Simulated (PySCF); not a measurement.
Ionisation energy along the 8-electron series

Calculated with PySCF 2.14 and a two-component X2C-1e Hamiltonian (Gaussian nucleus, no Breit or QED terms), each ion in its own even-tempered basis scaled to its charge; GMP2 freezes nothing and drops the highest virtual spinors. Values in eV. NIST values: (m) measured, (s) semi-empirical, (t) theoretical.

```tsv
ion	configuration	GHF (spin-free)	GMP2 (spin-free)	GHF (screened spin-orbit)	GMP2 (screened spin-orbit)	NIST
Kr²⁸⁺	[He] 2s2 2p4	3225.1	3226.7	3228.1	3228.2	3228 ± 7 (s)
Sr³⁰⁺	[He] 2s2 2p4	3664.1	3665.7	3664.1	3664.0	3664 ± 8 (s)
```

Question: Fill in the row of Rb²⁹⁺.

Answer: configuration: [He] 2s2 2p4; GHF (spin-free): 3441.0; GMP2 (spin-free): 3442.7; GHF (screened spin-orbit): 3442.6; GMP2 (screened spin-orbit): 3442.7; NIST: 3443 ± 8 (s).
